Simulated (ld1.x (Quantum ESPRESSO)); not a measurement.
# Transferability test, RRKJ potential for phosphorus (P)

ld1.x (Quantum ESPRESSO) 7.5 input, shortened:

```
&input
   title='P', zed=15., rel=1, dft='PZ', iswitch=3,
   config='[Ne] 3s2 3p2.5'
 /
 &inputp
   pseudotype=2, tm=.false., rho0=0.01, lloc=1,
   nlcc=.true., rcore=1.25
 /
2
3S  1  0   2.00   0.00  1.35  1.35  0.0
3P  2  1   2.50   0.00  1.60  1.60  0.0
 &test
   configts(1)='3s2 3p2.5'
 /
```

Energies are relative to the spin-unpolarised reference configuration 3s2 3p2.5; without spin polarisation the order of configurations can differ from experiment. Spin-polarised rows fill each open shell by Hund’s rule, majority spin first.

Give the all-electron excitation energy and the error of the potential for: 3s2 3p3; 3s2 3p2; 3s2 3p1; 3s1 3p4; 3s0 3p5; 3s1 3p0; 3s2 3p3.3; 3s2 3p2.5 (spin-polarised); 3s2 3p3 (spin-polarised).

```
     valence configuration  charge  ΔE all-electron (eV)  error AE − PS (meV)
                   3s2 3p3       0                -3.821                 +0.8
                   3s2 3p2      +1                 6.000                 +0.8
                   3s2 3p1      +2                25.249                  +15
                   3s1 3p4       0                 4.675                 +0.3
                   3s0 3p5       0                13.315                 +1.3
                   3s1 3p0      +4               107.333                 +206
                 3s2 3p3.3    -0.3                -5.157                 +1.5
3s2 3p2.5 (spin-polarised)    +0.5                -1.177                  +37
  3s2 3p3 (spin-polarised)       0                -5.331                  +44
```

Levels in the configuration 3s2 3p3 (spin-polarised):

```
  level  all-electron (eV)  pseudo (eV)
  3s up            -14.736      -14.764
  3p up             -6.250       -6.263
3s down            -12.407      -12.337
```
